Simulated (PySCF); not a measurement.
Fluorine: a sound run and one with changed settings

Sound run: F⁺ [He] 2s2 2p4, F²⁺ [He] 2s2 2p3. Calculation: PySCF 2.14, in jorge-DZP-DKH (4s2p1d, 15 functions); the spin-free X2C one-electron Hamiltonian (Gaussian nucleus). In the sound run the correlated levels freeze 1s2. The sound run starts from symmetry-adapted Hartree-Fock orbitals and uses a fine grid where one is needed.

Changed run: initial guess sap, at most 50 SCF cycles, level shift 0.1 hartree.

| species | method | sound run (hartree) | changed run (hartree) | converged |
| --- | --- | --- | --- | --- |
| F⁺ | UHF | -98.90751 | -98.90751 | yes |
| F⁺ | MN15 | -99.13005 | -99.13005 | yes |
| F⁺ | BP86 | -99.18151 | -99.18151 | yes |
| F⁺ | MP2 | -98.99788 | -98.99508 | yes |
| F⁺ | CCSD(T) | -99.01185 | -99.01185 | yes |
| F²⁺ | UHF | -97.67574 | -97.67574 | yes |
| F²⁺ | MN15 | -97.82427 | -97.82427 | yes |
| F²⁺ | BP86 | -97.86766 | -97.86766 | yes |
| F²⁺ | MP2 | -97.74106 | -97.73919 | yes |
| F²⁺ | CCSD(T) | -97.75427 | -97.75427 | yes |

Ionisation energy of F⁺:

```csv
method,sound run (eV),changed run (eV)
UHF,33.518,33.518
MN15,35.532,35.532
BP86,35.752,35.752
MP2,34.200,34.175
SCS-MP2,34.189,34.165
CCSD,34.205,34.205
CCSD(T),34.220,34.220
```

A level shift leaves the converged SCF energy unchanged but raises the virtual orbital energies, which shrinks MP2 if it is not removed.

For comparison, NIST gives 34.971 eV between the lowest levels.
